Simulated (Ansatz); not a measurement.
System: BI₂ (charge +1, singlet). SMILES of the parent species: I[B]I
Structure (B3LYP-D3(BJ)/def2-TZVP (Ansatz, a program for electronic structure) minimum search):
```
B
I 1 1.9744
I 1 1.9744 2 180.00
```
Charge +1, spin multiplicity 1.

Parts of the frozen-core correlation energy in def2-SVPD (Ansatz, hartree). Frozen orbitals: 19; correlated occupied orbitals by spin: 8 and 8; virtual: 63 and 63. No spin-orbit coupling. In def2 rows, elements after Kr have scalar-relativistic effective core potentials.

| term | value |
|---|---|
| reference (HF) | -617.70559 |
| MP2 opposite-spin | -0.20139 |
| MP2 same-spin | -0.07661 |
| CCSD correlation | -0.29742 |
| (T) | -0.01502 |
| T1 diagnostic | 0.024 |
| largest doubles amplitude | 0.056 |
